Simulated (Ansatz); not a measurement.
Species: H₈Ga₂N₂, SMILES `[NH2+]1[GaH2-][NH2+][GaH2-]1` (charge 0, multiplicity 1).

Task: Give a relaxed geometry from CAM-B3LYP-D3(BJ)/def2-SVP run with Ansatz (a program for electronic structure).

Result: the end point of this relaxation (outside a Z-matrix the atoms follow the SMILES, hydrogens last).
Bonds (Å): N1–Ga2 2.018, N1–Ga4 2.018, N1–H5 1.020, N1–H6 1.020, Ga2–N3 2.018, Ga2–H7 1.566, Ga2–H8 1.566, N3–Ga4 2.018, N3–H9 1.020, N3–H10 1.020, Ga4–H11 1.566, Ga4–H12 1.566. Bond angles (°): Ga2–N1–Ga4 93.7, Ga2–N1–H5 114.1, Ga2–N1–H6 114.1, Ga4–N1–H5 114.1, Ga4–N1–H6 114.1, H5–N1–H6 106.6, N1–Ga2–N3 86.3, N1–Ga2–H7 109.7, N1–Ga2–H8 109.6, N3–Ga2–H7 109.6, N3–Ga2–H8 109.6, H7–Ga2–H8 125.2, Ga2–N3–Ga4 93.7, Ga2–N3–H9 114.1, Ga2–N3–H10 114.1, Ga4–N3–H9 114.2, Ga4–N3–H10 114.1, H9–N3–H10 106.6, N1–Ga4–N3 86.3, N1–Ga4–H11 109.7, N1–Ga4–H12 109.6, N3–Ga4–H11 109.6, N3–Ga4–H12 109.6, H11–Ga4–H12 125.2.
